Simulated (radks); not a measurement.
Spherical quantum dot in the effective-mass picture: electrons in a parabolic well V = omega^2 r^2 / 2 with omega = 0.968, with a point charge +2 (a donor) at the centre, all in effective atomic units (hartree* = m*/eps^2 hartree, bohr* = eps/m* bohr), one dielectric constant everywhere. Method: non-relativistic Kohn-Sham, LDA (Slater exchange, Perdew-Wang correlation), spin-polarised, spherical densities; computed with a radial shooting solver with Libxc functionals. Levels are named by radial order and angular momentum (1s, 1p, 1d, 2s, ...), and open shells are averaged over m. Each electron was tried in the lowest free levels, single moves between levels near the top were tried too, and the lowest total energy was kept; such a search can miss a lower state. At N = 1 the Hartree and exchange-correlation terms need not cancel, so that row can carry a self-interaction error.

N,open shells,2S,E (hartree*),mu = E(N) - E(N-1) (hartree*),addition energy mu(N+1) - mu(N) (hartree*),e(HOMO) (hartree*),rms radius (bohr*)
1,"1s(up 1, down 0)",1,-1.63682,-1.6368,1.258,-1.1411,0.7508
2,none,0,-2.01532,-0.37850,2.611,0.057455,0.8386
3,"1p(up 1, down 0)",1,0.216937,2.2323,0.5120,2.4844,1.130
4,"1p(up 2, down 0)",2,2.96119,2.7443,0.5181,3.0043,1.278
5,"1p(up 3, down 0)",3,6.22354,3.2623,0.6506,3.5187,1.380
6,"1p(up 3, down 1)",2,10.1365,3.9130,0.4576,4.1400,1.466
7,"1p(up 3, down 2)",1,14.5070,4.3705,0.4602,4.6012,1.538
8,none,0,19.3378,4.8307,0.7330,5.0591,1.600
9,"2s(up 1, down 0)",1,24.9015,5.5638,0.4592,5.7730,1.678
10,none,0,30.9245,6.0230,0.8421,6.2291,1.746
11,"1d(up 1, down 0)",1,37.7895,6.8650,0.3776,7.0543,1.812
12,"1d(up 2, down 0)",2,45.0321,7.2426,0.3743,7.4304,1.871
13,"1d(up 3, down 0)",3,52.6490,7.6169,0.3705,7.8028,1.924
14,"1d(up 4, down 0)",4,60.6364,7.9874,0.3663,8.1712,1.972
15,"1d(up 5, down 0)",5,68.9901,8.3537,0.4515,8.5355,2.017
16,"1d(up 5, down 1)",4,77.7954,8.8053,0.3478,8.9794,2.060
17,"1d(up 5, down 2)",3,86.9484,9.1530,0.3455,9.3262,2.100
18,"1d(up 5, down 3)",2,96.4470,9.4986,0.3428,9.6704,2.139
19,"1d(up 5, down 4)",1,106.288,9.8414,0.3397,10.012,2.175
20,none,0,116.469,10.181,0.9171,10.350,2.210
21,"1f(up 1, down 0)",1,127.568,11.098,0.3126,11.255,2.251
22,"1f(up 2, down 0)",2,138.978,11.411,0.3107,11.566,2.289
23,"1f(up 3, down 0)",3,150.700,11.721,0.3087,11.876,2.326
24,"1f(up 4, down 0)",4,162.730,12.030,0.3065,12.184,2.361
25,"1f(up 5, down 0)",5,175.067,12.337,0.3044,12.489,2.394
26,"1f(up 6, down 0)",6,187.708,12.641,0.3022,12.793,2.426
27,"1f(up 7, down 0)",7,200.651,12.943,0.3367,13.094,2.457
28,"1f(up 7, down 0) 2p(up 1, down 0)",8,213.931,13.280,0.3075,13.434,2.486
29,"1f(up 7, down 0) 2p(up 2, down 0)",9,227.519,13.588,0.3061,13.741,2.515
30,"1f(up 7, down 0) 2p(up 3, down 0)",10,241.412,13.894,0.3174,14.046,2.543
31,"1f(up 7, down 1) 2p(up 3, down 0)",9,255.623,14.211,0.2858,14.354,2.570
32,"1f(up 7, down 2) 2p(up 3, down 0)",8,270.120,14.497,0.2845,14.639,2.596
33,"1f(up 7, down 3) 2p(up 3, down 0)",7,284.902,14.781,0.2830,14.923,2.622
34,"1f(up 7, down 5) 2p(up 2, down 0)",4,299.966,15.064,0.2775,15.201,2.647
35,"1f(up 7, down 6) 2p(up 2, down 0)",3,315.308,15.342,0.2805,15.484,2.671
36,"2p(up 2, down 0)",2,330.930,15.622,0.2897,15.767,2.695
37,"2p(up 3, down 0)",3,346.842,15.912,-,16.057,2.718

All shells are closed at N = 2, 8, 10, 20 (there: 1s2 1p6 1d10 2s2); the second difference of the energy has clear peaks (12 % above both neighbours; the first and last values, which can be the largest, are not judged, and half-filled shells can peak too) at N = 2, 5, 8, 10, 15, 20.
